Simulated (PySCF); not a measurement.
# Radial density of Pb (lead, neutral)

BLYP, [Xe] 4f14 5d10 6s1 6p2 6d1, one real determinant (an excited configuration). Computed with PySCF 2.14 in aug-cc-pVTZ-PP with ECP60MDF (6s5p4d2f, 55 functions), with scalar relativity through the core potential. This is the valence pseudo-density: the core potential removes the inner electrons and smooths the orbitals near the nucleus.

| r (bohr) | 4πr²ρ (e/bohr) | 4πr²(ρα − ρβ) |
| --- | --- | --- |
| 0.0194 | 1.585e-05 | 0.0000 |
| 0.0326 | 3.074e-05 | 0.0000 |
| 0.0549 | 4.698e-05 | 0.0000 |
| 0.0924 | 0.0001609 | 0.0000 |
| 0.155 | 0.001659 | 0.0000 |
| 0.261 | 0.03566 | 0.0010 |
| 0.439 | 1.470 | 0.0508 |
| 0.739 | 16.79 | 0.2728 |
| 1.24 | 14.30 | 0.1057 |
| 2.09 | 3.270 | 1.3909 |
| 3.52 | 0.8025 | 0.7567 |
| 5.92 | 0.2527 | 0.2527 |
| 9.95 | 0.02385 | 0.0239 |

⟨L²⟩ = 7.95 against 12 for a pure F term, so this real determinant mixes terms. Energies and moments cover only the electrons outside the core potential. Spin-orbit coupling is strong in this species (close to jj coupling), so the high-spin LS determinant is a model state, not a physical level. The outer electron is Rydberg-like, and this basis confines it to a smaller radius and binds it less than a complete one would.
